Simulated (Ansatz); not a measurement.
Consider the redistribution: `CN[SiH2]O` + `[SiH3]B[SiH3]` → `O[SiH2][SiH3]` + `CNB[SiH3]`.

Computed with Ansatz on PBE0-D4/def2-TZVP structures; ΔE is electronic, products minus reactants. CCSD(T)/CBS adds triple-zeta CCSD(T) − MP2 to the extrapolated MP2 energy (def2 sets, frozen cores). Functionals use def2-TZVPP. B3LYP here is the variant with VWN-RPA as its local correlation; programs differ in this. HSE06 is defined as in plane-wave codes. Each species was taken in one conformer, which may not be the lowest.

```tsv
level	ΔE (kJ/mol)	difference from CCSD(T)/CBS
PBE-D4	-116.2	-15.7
revPBE-D4	-112.7	-12.2
BLYP-D4	-109.3	-8.8
B3LYP-D4	-105.7	-5.2
HSE06-D4	-110.4	-9.9
PBE	-117.2	-16.7
r2SCAN	-107.2	-6.7
RPA@PBE/def2-TZVPP	-102.7	-2.2
HF/def2-SVP	-98.3	2.2
CCSD(T)/def2-SVP	-120.8	-20.3
CCSD(T)/CBS	-100.5	0
```

Largest T1 diagnostic among the species: 0.014.

Leaving LDA and LC-ωPBE aside and taking each functional with its dispersion term where it has one, the values, not all of them listed here, spread over 17.9 kJ/mol, from PBE-D4 to BHLYP-D4. LDA lies −5.0 kJ/mol from PBE without D4. From PBE to PBE0 (25 % exact exchange), in def2-TZVPP and without D4, ΔE moves by +6.1 kJ/mol.
